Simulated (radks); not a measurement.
Spherical quantum dot in the effective-mass picture: electrons in a hard-walled sphere of radius 2.81, with a point charge +1 (a donor) at the centre, all in effective atomic units (hartree* = m*/eps^2 hartree, bohr* = eps/m* bohr), one dielectric constant everywhere. Calculated with a radial shooting solver with Libxc functionals: non-relativistic Kohn-Sham, PBEsol, spin-polarised, spherical densities. Levels are named by radial order and angular momentum (1s, 1p, 1d, 2s, ...), and open shells are averaged over m.

N = 24, configuration 1s2 1p6 1d10 2s(up 1, down 0) 1f(up 5, down 0). This is the lowest configuration that the search found. Occupied and some empty levels:

level,occupation,eigenvalue (hartree*),<r> (bohr*)
1s up,1,11.114,1.747
1s down,1,11.212,1.764
1p up,3,11.521,1.913
1p down,3,11.610,1.909
1d up,5,12.132,1.996
1d down,5,12.223,1.993
2s up,1,12.738,1.156
1f up,5,12.943,2.059
2s down,0,12.965,1.185
1f down,0,13.037,2.056
1g up,0,13.942,2.109
1g down,0,14.039,2.107
2p up,0,14.245,1.430
2p down,0,14.361,1.450
2d up,0,15.671,1.585
2d down,0,15.751,1.593

Energy (hartree*): total 159.816, kinetic 52.357, external -13.758, Hartree 135.50, exchange-correlation -14.286.
